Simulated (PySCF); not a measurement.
Ru(32+): ionisation energy

Ru(32+) [Ne] 3s2 (1S) → Ru(33+) [Ne] 3s1 (2S), as a difference of total energies. Computed with PySCF 2.14 in an uncontracted even-tempered set (16 s from 5 bohr⁻², ratio 2.5; 10 p from 6.5 bohr⁻², ratio 2.5; 4 d from 24 bohr⁻², ratio 2.7; 4 f from 36 bohr⁻², ratio 2.7), with no relativity, point nucleus. Correlated levels: outer shells: 1s2 frozen; virtual orbitals above 40 to 60 times the deepest correlated orbital energy dropped. The calculations carry no spin-orbit coupling.

```csv
method,ionisation energy (eV)
UHF,1895.7
LDA,1899.4
PBE,1900.8
PBE0,1899.8
r2SCAN,1895.8
M06,1898.5
B2PLYP,1899.4
MP2 (outer shells),1899.2
SCS-MP2 (outer shells),1899.6
```

How much does correlation contribute at MP2 (outer shells)?

1899.2 − (1895.7) = 3.5 eV, measured against UHF.

The gap to the reference is mostly relativistic.

For comparison: 1949 ± 3 eV (semi-empirical (NIST evaluation); NIST Atomic Spectra Database, ionization energies).
